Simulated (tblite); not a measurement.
Computed with GFN2-xTB (tblite): harmonic, unscaled wavenumbers at the GFN2-xTB geometry, gas phase. This tight-binding method is rough: wavenumbers can miss measured ones by several per cent, in bad cases by 10 to 20. Modes of hydrogen on bromine, phosphorus and silicon can be 10 to 20 % off. One conformer each. Thermal functions are those of the rigid rotor and harmonic oscillator, without mixing of conformers.

Task: Order these by their ideal-gas entropy at 200 K and 1 bar, highest first (cal/(mol K)).
A. `FB(F)CCC(F)(F)F` (C3H4BF5)
B. `[SiH3]P(P(F)F)[SiH3]` (F2H6P2Si2)
C. `p1ccc(c(C=O)c1)F` (C6H4FOP)
D. `CP(CCP)C(C)(C)C` (C7H18P2)
E. `N1C[NH+]=CNC1` ([C3H8N3]+)
F. `Br` (HBr)

Result: D (95.1), B (91.6), A (87.4), C (78.3), E (66.1), F (44.6).

```
              SMILES  atoms  mass (u)  symmetry number  modes under 300 cm⁻¹  ZPE (kcal/mol)  S translation (cal/(mol K))  S rotation  S vibration     S    Cp
     CP(CCP)C(C)(C)C     27    164.09                1                    12           144.6                         39.2        29.1         26.8  95.1  38.7
FP(F)P([SiH3])[SiH3]     12    161.95                1                     8            34.8                         39.2        28.3         24.1  91.6  31.3
     FB(F)CCC(F)(F)F     13    146.03                1                     6            48.5                         38.9        28.6         20.0  87.4  26.3
        O=Cc1cpccc1F     13    142.00                1                     4            51.5                         38.8        28.3         11.2  78.3  23.2
       C1=[NH+]CNCN1     14     86.07                1                     2            75.3                         37.3        24.7          4.1  66.1  16.0
                  Br      2     79.93                1                     0             3.4                         37.1         7.5          0.0  44.6   7.0
```

Entropies and Cp are for 200 K and 1 bar.
